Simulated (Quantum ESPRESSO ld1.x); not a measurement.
Valence configurations of C3+ (all share [He]). Calculated with ld1.x of Quantum ESPRESSO 7.5: Dirac Kohn-Sham, PW91, spin-unpolarised, spherical densities, point nucleus; open shells fill j = l - 1/2 first. Energies are relative to 2s1; eigenvalues in eV.

valence	E (eV)	e(2p1/2)	e(2s1/2)
2s1	0.000	-	-56.163
2s0.5 2p0.5	4.006	-47.713	-55.732
2p1	8.019	-47.266	-

NIST lists [He] 2s1 as the ground configuration; this level of theory agrees among the configurations tried. The energies are those of spherical spin-averaged densities, not of single terms.
